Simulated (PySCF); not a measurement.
Two-component Hartree-Fock for Ba⁵⁵⁺ (barium, charge +55)

Start: 1s1; 1s1/2 filled at m_j = +1/2. Calculated with PySCF 2.14 in an even-tempered Gaussian basis (15 s from 140 bohr⁻², ratio 2.4; 11 p from 190 bohr⁻², ratio 2.4; 3 d from 560 bohr⁻², ratio 2.6; 3 f from 850 bohr⁻², ratio 2.6): generalised Hartree-Fock with the X2C-1e Hamiltonian and a Gaussian nucleus; one run each with spin-orbit coupling (SO) switched off, then screened by Boettger's factors.

| spinor shell | electrons | ε, spin-free (eV) | ε, screened SO (eV) | weight of nominal j (screened SO) | rms radius, screened SO (bohr) |
| --- | --- | --- | --- | --- | --- |
| 1s1/2 | 1 | -44611.0 | -44611.0 | 1.000 | 0.0287 |

```json
{"quantity": "E (hartree)", "spin-free": "-1639.42355", "screened SO": "-1639.42355"}
{"quantity": "M_J", "spin-free": "1/2", "screened SO": "1/2"}
{"quantity": "⟨J²⟩", "spin-free": "0.750", "screened SO": "0.750"}
{"quantity": "⟨L²⟩", "spin-free": "0.000", "screened SO": "0.000"}
{"quantity": "⟨S²⟩", "spin-free": "0.750", "screened SO": "0.750"}
```

Breit and QED terms are absent; they matter most for the inner s and p1/2 levels.

Densities and radii are taken from the X2C orbitals without a picture-change correction, which distorts them close to the nucleus.

Without spin-orbit coupling the j labels of p, d and f shells carry no meaning; the spin-free column gives the mean over the occupied spinors of each nl shell.
